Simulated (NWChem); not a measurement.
SiHOClF$_{2}$; SMILES [Si](F)(O)(F)Cl

```xyz
6

O      1.3277    -1.0297     0.6675
Si     0.0013    -0.3696     0.0046
F     -1.3324    -0.8259     0.7631
F     -0.0926    -0.9042    -1.4946
Cl     0.0418     1.6600     0.0090
H      1.6495    -0.7014     1.5117
```
Atoms are numbered in this order, from 1.

Program: NWChem. Pople sets run with spherical d functions. All runs use the structure optimised with PBE0/def2-SVP. Atomic charges in e: unrestrained fits to the electrostatic potential beside Mulliken populations; buried atoms are poorly determined by the fit.

For level B3LYP/def2-SVP:

| Item | Value |
|---|---|
| ESP O1 | -0.60 |
| Mulliken O1 | -0.36 |
| ESP Si2 | 0.98 |
| Mulliken Si2 | 0.99 |
| Mulliken F3 | -0.31 |
| Mulliken F4 | -0.30 |

Estimate the same quantities for level Hartree-Fock/6-31G*.

The ESP O1 comes out as -0.72. The Mulliken O1 is -0.85 and the ESP Si2 is 1.24. The Mulliken Si2 comes out as 1.68 and the Mulliken F3 comes out as -0.51. The Mulliken F4 is -0.50.
